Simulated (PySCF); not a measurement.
**Bond curve of HoO**

Set-up: Ho x2c-SVPall, O x2c-SVPall; spin-free X2C with a Gaussian nucleus (PySCF 2.14). Energies in eV from Ho (4f11 6s2) + O in their ground configurations at the same level. State: Ms = 1.5 determinant of mixed spin, about 10.2 electrons in the 4f shell (Mulliken), real f orbitals that mix terms.

All columns are PBE0. A positive dipole means Ho(−)O(+).

```csv
R (Å),E (eV),μ (D),Mulliken charge on Ho (basis-dependent),HOMO (eV),LUMO (eV),Mayer bond order,⟨S²⟩
1.532,-3.791,-2.51,0.23,-4.04,-2.02,2.41,4.75
1.603,-4.791,-3.18,0.30,-4.21,-2.15,2.39,4.75
1.674,-5.353,-3.79,0.35,-4.36,-2.29,2.37,4.74
1.728,-5.554,-4.21,0.38,-4.48,-2.39,2.36,4.74
1.781,-5.608,-4.60,0.41,-4.58,-2.49,2.35,4.73
1.834,-5.546,-4.97,0.43,-4.68,-2.58,2.34,4.73
1.906,-5.327,-5.42,0.46,-4.80,-2.70,2.32,4.72
1.995,-4.901,-5.93,0.49,-4.92,-2.83,2.30,4.69
2.102,-4.258,-6.52,0.52,-5.02,-2.94,2.27,4.63
2.244,-3.342,-7.14,0.55,-4.95,-2.86,2.14,4.49
```

A fit through these points gives, at Re = 1.777 Å, μ = -4.57 D and dμ/dR = -7.12 D/Å; the reduced mass is 14.58 u.

**Question.** How strong is the fundamental in the double-harmonic approximation, I = 42.26·(dμ/dR)²/μred km/mol?

**Answer.** I = 42.26·(-7.12)²/14.58 = 147 km/mol at PBE0.

These are scalar-relativistic numbers at best; spin–orbit coupling would shift them, the dissociation energy most. With d or f electrons several states lie close, and the lowest PBE0 determinant need not be the measured ground state.
